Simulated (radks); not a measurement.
Results of a calculation; reference values are marked as such.
Task: These are the eigenvalues of the occupied orbitals of an atom or ion with whole-number occupations (hartree). Code: a radial shooting solver on a logarithmic mesh with Libxc functionals. Model: Dirac Kohn-Sham, LB94 model potential, spin-unpolarised, spherical densities, finite nucleus; Fermi nuclear charge, rms radius of each element as measured or else 0.836 A^(1/3) + 0.57 fm.

orbital  eigenvalue
1s1/2     -2606.582
2s1/2     -490.6021
2p1/2     -471.7160
2p3/2     -421.6191
3s1/2     -150.0670
3p1/2     -141.6333
3p3/2     -130.6506
3d3/2     -116.4544
3d5/2     -114.0539
4s1/2     -64.10276
4p1/2     -60.52889
4p3/2     -57.31483
4d3/2     -51.46090
4d5/2     -50.78090

Which element is it, and in what charge state? The configuration may be excited. Open shells, if any, fill j = l - 1/2 first.

Result: Z = 74, tungsten, charge +33: W33+ in [Kr] 4d5. The list shows which subshells hold electrons but not how many an open one holds; the 1s level, -2606.6 hartree, gives Z - s = 72.2 by -(Z - s)^2/2, which with screening and relativity narrows Z to a few neighbours, and the depths of the outer levels then fix element, charge and occupations together.
